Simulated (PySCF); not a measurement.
C$_{2}$HO, doublet, at a GFN2-xTB geometry, with bond 3-1 at 1.6 times its length. Base run: B3LYP/3-21G (PySCF).

PySCF was given this input:
```python
from pyscf import gto, scf, dft

mol = gto.Mole()
mol.atom = '''
    C     0.02096193   -0.29118014   -1.19660672
    C     0.00440730    0.00402097    0.01711055
    H     0.15969927   -0.68905878   -2.81794754
    O    -0.03248602    0.28285117    1.16086522
'''
mol.basis = '3-21g'
mol.spin = 1
mol.verbose = 4
mol.build()

mf = dft.UKS(mol)
mf.xc = 'b3lyp'
mf.kernel()
mf.analyze()
```

The base run was repeated with changes; each row names its change, and settings that it needs were set with it.

```tsv
change	ΔE vs base (mEh)	SCF cycles	<S^2>	outcome
base	0.000	13	0.776	converged
level_shift = 0.1 (with mf.max_cycle = 100)	0.000	15	0.776	converged
DIIS = EDIIS	-	50	-	not converged
DIIS = ADIIS	0.000	33	0.776	converged
conv_tol_grad = 1e-3	0.000	13	0.776	converged
conv_tol = 1e-4	0.014	8	0.772	converged
init_guess = sap	0.000	13	0.776	converged
diis_space = 12	0.000	13	0.776	converged
init_guess = atom	0.000	12	0.776	converged
solver = newton; init_guess = 1e	0.000	-	0.776	converged
conv_tol_grad = 1e-7	0.000	18	0.776	converged
diis = off; damp = 0.3 (with mf.diis_start_cycle = 200; with mf.max_cycle = 150)	-	150	-	not converged
conv_tol = 1e-6	0.000	11	0.776	converged
```

Open shells are given as the SCF converged; they aren't shown to be the lowest states, and a large step between rows can be another state.
